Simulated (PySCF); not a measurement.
Species: C₈H₁₁N.
Z-matrix (Å and degrees, PBE0-D3(BJ)/def2-SVP geometry), rows numbered from 1:
```
C 
C   1  1.4997
C   2  1.3951  1  121.42
C   3  1.3924  2  121.45  1   179.37
C   4  1.3924  3  119.05  2    -0.17
C   5  1.3950  4  121.44  3     0.18
C   6  1.4996  5  121.41  4  -179.44
C   6  1.4118  5  118.96  4     0.14
N   8  1.3853  2  119.91  1    -1.83
H   1  1.0983  2  111.22  3    -1.22
H   1  1.1036  2  111.52  3  -121.55
H   1  1.1054  2  111.98  3   118.60
H   3  1.0937  2  118.63  1    -0.50
H   4  1.0918  3  120.48  2  -179.98
H   5  1.0937  4  119.94  3  -179.73
H   7  1.1036  6  111.53  5   121.44
H   7  1.1054  6  111.95  5  -118.73
H   7  1.0983  6  111.23  5     1.07
H   9  1.0111  8  116.20  2    23.32
H   9  1.0111  8  116.21  2   159.43
```

Theory: PySCF 2.14.0, PBE0-D3(BJ)/def2-SVP geometry optimisation, gas phase.

Take the most abundant isotopes and a rigid rotor. 

(1) Give the principal moments of inertia and the rotational constants in MHz.

(2) What kind of rotor is it?

(3) What does the inertial defect say?

(4) Give the other two planar moments, Paa and Pbb, and the rms extents of the mass along the axes.

(5) List the rotational levels J(Ka,Kc) to J = 3 (K).

(6) Which types of transition are allowed, and where do some lines up to J = 3 fall?

(7) Estimate the classical rotational partition function at 25 K, 100 K and 200 K.

Results:

(1) Ia = 222.86, Ib = 287.02, Ic = 503.14 u·Å²; 505379 MHz·u·Å²/I gives A = 2268, B = 1761, C = 1004 MHz.

(2) An asymmetric top: κ = (2 × 1761 − 2268 − 1004)/(2268 − 1004) = 0.20.

(3) Not planar: Δ = Ic − Ia − Ib = -6.73 u·Å². For a rigid frame Δ = −2 Σ m c², so Σ m c² = 3.37 u·Å² lies off the ab plane: 3.34 from hydrogen and 0.02 from heavier atoms. The atom farthest from that plane is 0.89 Å away.

(4) Paa = Σ m a² = (Ib + Ic − Ia)/2 = 283.65 and Pbb = Σ m b² = (Ia + Ic − Ib)/2 = 219.49 u·Å². With the mass M = 121.09 u, the rms extents √(P/M) along a, b and c are 1.53, 1.35, 0.17 Å.

(5) Above 0(0,0), as E/k:
J = 1: 1(0,1) 0.133, 1(1,1) 0.157, 1(1,0) 0.193
J = 2: 2(0,2) 0.377, 2(1,2) 0.386, 2(1,1) 0.495, 2(2,1) 0.568, 2(2,0) 0.589
J = 3: 3(0,3) 0.717, 3(1,3) 0.719, 3(1,2) 0.928, 3(2,2) 0.966, 3(2,1) 1.045, 3(3,1) 1.189, 3(3,0) 1.198
The levels of one J sum to (2J + 1)J(J + 1)(A + B + C)/3.

(6) The dipole components are |μa| = 0.00 D, |μb| = 1.86 D, |μc| = 0.83 D; the mirror of this Cs structure is the bc plane, so μa vanishes by symmetry and there are no a-type lines. Intensities carry the squares of the components, which stand as 1.00 : 0.20 (b : c). Some lines, for components of 0.1 D or more:

| type | branch | J(Ka,Kc) | MHz | lower level (cm⁻¹) |
| --- | --- | --- | --- | --- |
| c | Q | 3(2,2) ← 3(1,2) | 797 | 0.645 |
| b | Q | 2(1,1) ← 2(0,2) | 2452 | 0.262 |
| b | Q | 3(3,0) ← 3(2,1) | 3184 | 0.727 |
| b | R | 1(1,1) ← 0(0,0) | 3272 | 0.000 |
| b | Q | 2(2,1) ← 2(1,2) | 3790 | 0.268 |
| b | Q | 3(1,2) ← 3(0,3) | 4396 | 0.498 |
| b | Q | 3(2,2) ← 3(1,3) | 5148 | 0.500 |
| b | R | 3(1,3) ← 2(0,2) | 7120 | 0.262 |
| b | R | 2(2,0) ← 1(1,1) | 8996 | 0.109 |
| c | R | 3(2,2) ← 2(1,2) | 12086 | 0.268 |
| b | R | 3(3,1) ← 2(2,0) | 12513 | 0.409 |
| c | R | 3(3,1) ← 2(2,1) | 12945 | 0.395 |
| b | R | 3(2,1) ← 2(1,2) | 13738 | 0.268 |

(7) Point group Cs, symmetry number σ = 1; q = (√π/σ)·√((kT/h)³/(ABC)), k/h = 20836.6 MHz/K: 10500 at 25 K, 84200 at 100 K, 238000 at 200 K.

No frequency check. Constants of a rigid frame at the computed geometry: no zero-point averaging, no centrifugal distortion. A rigid rotor knows nothing of inversion at nitrogen or internal rotation, which can split or shift real lines. Quadrupole hyperfine structure (14N) is left out.
